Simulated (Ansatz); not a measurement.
Ansatz (a first-principles code) job for C₇H₄N₆, SMILES C1N=C2N3C(=NC=CC3=NC=N2)N=1, PBE0/def2-SVPD. Geometry: B3LYP-D3(BJ)/def2-SVP.

Ansatz 0.2 input:
```yaml
crystal:
  periodic: [false, false, false]
  atoms:
    - {symbol: C, position_ang: [-0.11293839, 2.68317414, 0.00000000]}
    - {symbol: C, position_ang: [-1.31135417, 1.98913264, 0.00000000]}
    - {symbol: C, position_ang: [-1.27414453, 0.58304575, 0.00000000]}
    - {symbol: N, position_ang: [-2.36962662, -0.18389912, 0.00000000]}
    - {symbol: C, position_ang: [-2.17580543, -1.49977594, 0.00000000]}
    - {symbol: N, position_ang: [-1.01808468, -2.14787995, 0.00000000]}
    - {symbol: C, position_ang: [0.10163090, -1.41588935, 0.00000000]}
    - {symbol: N, position_ang: [1.30309854, -1.97686130, 0.00000000]}
    - {symbol: C, position_ang: [2.35987217, -1.15815243, 0.00000000]}
    - {symbol: N, position_ang: [2.36195242, 0.16176712, 0.00000000]}
    - {symbol: C, position_ang: [1.17223938, 0.78676155, 0.00000000]}
    - {symbol: N, position_ang: [1.09470629, 2.10839068, 0.00000000]}
    - {symbol: N, position_ang: [-0.00281775, -0.00406400, 0.00000000]}
    - {symbol: H, position_ang: [-0.12038334, 3.77906337, 0.00000000]}
    - {symbol: H, position_ang: [-2.28418210, 2.47707464, 0.00000000]}
    - {symbol: H, position_ang: [-3.07967894, -2.12186855, 0.00000000]}
    - {symbol: H, position_ang: [3.34264743, -1.64622150, 0.00000000]}
basis:
  gaussian:
    orbitals: def2-SVPD
hamiltonian:
  xc: {name: PBE0}
```

Log of the run:

```
WARN ansatz: RAYON_NUM_THREADS=2 ignored (pool sized by the plan → 2); use --threads N
Functional definition: PBE0
integrals: 0.42 GiB planned
2489 factors; their error is unknown
mean field: 3.32 GiB planned
mean field evaluation 1: about -16223.9788 eV, gradient 7.0e1 eV
mean field evaluation 2: about -16215.7374 eV, gradient 9.6e1 eV
mean field evaluation 4: about -16233.9720 eV, gradient 6.7e0 eV
mean field evaluation 8: about -16234.0692 eV, gradient 2.8e-1 eV
mean field evaluation 16: about -16233.9976 eV, gradient 9.0e-4 eV
mean field -16233.99758363 eV, -596.5884073995 hartree, gradient 3.9e-5 eV, S^2 0.000000; 0 other end points of the search recorded, 0 dependent functions left out
reference -16233.99762584 eV, -596.5884089507 hartree; 44, 44 occupied and 248, 248 virtual orbitals, 2489 factors
Total energy: -16233.99762584 eV, -596.5884089507 hartree
```

The calculation finished and met its thresholds.
